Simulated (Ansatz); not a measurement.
`[CH3][AlH][SiH2][SnH3]` and `[CH3][AlH][SiH2][SbH2]` differ in one atom or group.

Ansatz, PBE0-D4/def2-TZVP geometries, multiplicity 1. Each molecule was computed in one conformer, which needn't be the lowest.

Elements past krypton have def2 core potentials.

```json
{"property": "HOMO–LUMO gap (PBE0/def2-TZVPP) / eV", "`[CH3][AlH][SiH2][SnH3]`": "5.31"}
{"property": "HOMO–LUMO gap (B3LYP/def2-TZVPP) / eV", "`[CH3][AlH][SiH2][SnH3]`": "4.93"}
{"property": "HOMO–LUMO gap (PBE/def2-TZVPP) / eV", "`[CH3][AlH][SiH2][SnH3]`": "3.56"}
{"property": "HOMO–LUMO gap (ωB97M-V/def2-TZVPP) / eV", "`[CH3][AlH][SiH2][SnH3]`": "8.84"}
{"property": "LUMO energy (ωB97M-V/def2-TZVPP) / eV", "`[CH3][AlH][SiH2][SnH3]`": "-0.24"}
{"property": "HOMO energy (PBE/def2-TZVPP) / eV", "`[CH3][AlH][SiH2][SnH3]`": "-6.16"}
```

Question: Give the same properties after the change, and the shifts. (An estimate is asked.)

Answer: Computed: 
| property | `[CH3][AlH][SiH2][SbH2]` | shift |
| --- | --- | --- |
| HOMO–LUMO gap (PBE0/def2-TZVPP) / eV | 5.32 | 0.01 |
| HOMO–LUMO gap (B3LYP/def2-TZVPP) / eV | 4.94 | 0.01 |
| HOMO–LUMO gap (PBE/def2-TZVPP) / eV | 3.67 | 0.11 |
| HOMO–LUMO gap (ωB97M-V/def2-TZVPP) / eV | 8.90 | 0.06 |
| LUMO energy (ωB97M-V/def2-TZVPP) / eV | 0.51 | 0.75 |
| HOMO energy (PBE/def2-TZVPP) / eV | -5.65 | 0.51 |

B3LYP here is the variant with VWN-RPA as its local correlation; programs differ in this.

Spin–orbit coupling is left out; it splits and shifts lone-pair levels of the heavy atoms by tenths of an eV.
